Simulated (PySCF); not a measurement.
3-chloro-1H-silole (C4H5ClSi), SMILES ClC1=C[SiH2]C=C1.

Geometry: B3LYP-D3(BJ)/def2-SVP.

Two levels are set side by side: PBE/def2-TZVP (PySCF) and CAM-B3LYP/def2-TZVP (PySCF). Same geometry, gas phase. Differences are taken from unrounded values.

```csv
quantity,CAM-B3LYP
orbital gap (eV),7.53
highest occupied level (eV),-8.23
lowest empty level (eV),-0.70
dipole moment (D),1.26
mean polarisability (bohr³),81.0
```

**Question.** What does PBE give, and how far is it from CAM-B3LYP? (The exact figures need the calculation; the answer reports its results.)

**Answer.** 
```json
[
 {"quantity": "orbital gap (eV)", "PBE": "3.24", "PBE minus CAM-B3LYP": "-4.29"},
 {"quantity": "highest occupied level (eV)", "PBE": "-5.96", "PBE minus CAM-B3LYP": "2.27"},
 {"quantity": "lowest empty level (eV)", "PBE": "-2.72", "PBE minus CAM-B3LYP": "-2.02"},
 {"quantity": "dipole moment (D)", "PBE": "1.12", "PBE minus CAM-B3LYP": "-0.13"},
 {"quantity": "mean polarisability (bohr³)", "PBE": "84.8", "PBE minus CAM-B3LYP": "3.8"}
]
```

Without exact exchange PBE keeps part of each electron's self-repulsion, which lifts occupied levels and narrows the gap. Loosely held outer electrons make PBE densities more polarisable. Differences between two approximate levels are no errors against the true value.

Rough cost on one machine, each run with all the roots and properties that it gave: CAM-B3LYP against PBE within a factor of 2.
